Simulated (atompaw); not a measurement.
**Before and after: PAW (atompaw) potential for silicon**

| Quantity | Value |
| --- | --- |
| Element | silicon |
| Generator | atompaw 4.2.0.5 |
| Type | PAW |
| Functional | PBEsol |
| Relativity | non-relativistic |
| Frozen core | [Ne] |
| Valence charge | 4 |
| Reference configuration | 3s2 3p1 (charge +1) |
| Partial waves | 3s (bound): rc 1.70 bohr; 3s channel at -0.95 Ry: rc 1.70 bohr; 3p (bound): rc 2.40 bohr; 3p channel at -0.55 Ry: rc 2.40 bohr; 3d channel at 0.2 Ry: rc 2.40 bohr; 3d channel at 1.35 Ry: rc 2.40 bohr |
| Local potential | troulliermartins scheme with l = 3 at 0 Ry, radius 1.95 bohr |
| Core correction | smooth core density matched at 2.10 bohr |
| Augmentation charge | sinc compensation charge, radius 1.95 bohr; PAW radius 2.40 bohr; waves and projectors: custom polynom2 7 10 vanderbiltortho |

All-electron outer shells of the reference configuration (PBEsol, non-relativistic, ld1.x):

```csv
shell,level (eV),outermost node (bohr),outermost maximum (bohr)
3s,-18.94,0.72,1.75
3p,-11.64,0.71,2.04
```

Change: all radii scaled by about 1.30 (s 2.20, p 3.12, d 3.12 bohr); local potential troulliermartins scheme with l = 3 at 0 Ry, radius 2.54 bohr; augmentation sinc compensation charge, radius 2.54 bohr; PAW radius 3.12 bohr; waves and projectors: custom polynom2 7 10 vanderbiltortho; core correction smooth core density matched at 2.72 bohr.

Cutoffs: the cutoffs (Ry, on a coarse ladder) from which the occupation-weighted sum of valence levels, in a spherical-Bessel basis at the reference potential, stays within 10 and 1 mRy of its value at 400 Ry; they do not see the model core or the augmentation charge, which bear on the density cutoff.

Problem. What does the change do?

Solution. The potential gets softer (18 Ry and 18 Ry → 8 Ry and 15 Ry); the bound ghost in s disappears. A larger radius leaves more room for a smooth pseudo-wave, so fewer plane waves are needed.

```csv
quantity,base,changed
"cutoff, loose",18 Ry,8 Ry
"cutoff, tight",18 Ry,15 Ry
loose cutoff by channel (10 mRy a level),"s 15 Ry, p 6 Ry","s 6 Ry, p 6 Ry"
bound ghosts,s,none
lowest overlap eigenvalue by channel,"s 0.07, p 0.94, d 0.93","s 0.18, p 0.88, d 0.87"
```

 A true bound ghost makes a file unfit for plane-wave use even where its test errors are small: the radial tests pick states by their node count and pass the ghost by. The cutoffs see the waves, projectors and local potential, not the compensation charge or the core.
